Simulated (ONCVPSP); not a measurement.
What one change does to a pseudopotential (strontium, ONCV)

Sr, optimised norm-conserving Vanderbilt (ONCV), made with ONCVPSP 4.0.1 (LDA (Perdew-Wang 92), non-relativistic). Core [Ar] 3d10, reference 4s2 4p6 5s1.75 5p0.25. Waves: 4s+5s: rc 2.05 bohr, ncon 4, nbas 8, qcut 4.7 1/bohr, 2 projectors; 4p+5p: rc 2.75 bohr, ncon 4, nbas 7, qcut 5.6 1/bohr, 3 projectors, debl 0.6 Ha; d scattering state at 0.22 Ha: rc 2.55 bohr, ncon 3, nbas 7, qcut 4.1 1/bohr, 2 projectors, debl 1.7 Ha. Local part: polynomial inside 1.85 bohr (lpopt 5, dvloc0 3 Ha). Core correction: Teter function, fcfact 4.75, rcfact 1.

In the d channel the program set the typed energies aside and used 0.050, 1.750 Ha.

Change: scalar-relativistic.

Cutoffs: the cutoffs (Ha) at which the residual kinetic energy of the hardest occupied pseudo-wave falls to 1 and 0.1 mHa per electron; they do not see the model core or the augmentation charge, which bear on the density cutoff. Errors are all-electron minus pseudo energies relative to the spin-unpolarised reference configuration.

Q: How do hardness, ghosts and transferability respond?

A: The potential gets neither clearly harder nor softer (9.0 Ha and 15 Ha → 8.9 Ha and 14 Ha); of the 4 tests that both files solve, the error grows in 2 and shrinks in 1 by more than 15 % and 0.3 meV (median size 0.4 → 0.4 meV); neither file shows a bound ghost.

| quantity | base | changed |
| --- | --- | --- |
| cutoff, loose | 9.0 Ha | 8.9 Ha |
| cutoff, tight | 15 Ha | 14 Ha |
| loose cutoff by channel | s 9.0 Ha, p 8.2 Ha | s 8.9 Ha, p 8.3 Ha |
| bound ghosts | none | none |
| GHOST(+) flags under 300 eV | none | none |
| error for 4s2 4p6 5s2 5p0, meV [ΔE -0.56 → -0.58 eV] | 0.0 | 0.0 |
| error for 4s2 4p6 5s1 5p0, meV [ΔE 5.41 → 5.47 eV] | -0.1 | -0.5 |
| error for 4s2 4p6 5s0 5p0, meV [ΔE 16.41 → 16.65 eV] | -1.3 | -2.5 |
| error for 4s2 4p6 4d0.5 5s1.5 5p0, meV [ΔE 0.44 → 0.56 eV] | +0.7 | -0.3 |
| s: phases at 2.08 bohr within 0.05 rad from the reference energy up to (Ha; the scan ends near 5) | to the end of the scan | to the end of the scan |
| p: phases at 2.79 bohr within 0.05 rad from the reference energy up to (Ha; the scan ends near 5) | to the end of the scan | to the end of the scan |
| d: phases at 2.59 bohr within 0.05 rad from the reference energy up to (Ha; the scan ends near 5) | 4.8 | 4.9 |
| rms error of d²Exc/dni dnj with the model core, mHa | 1.55 | 1.62 |
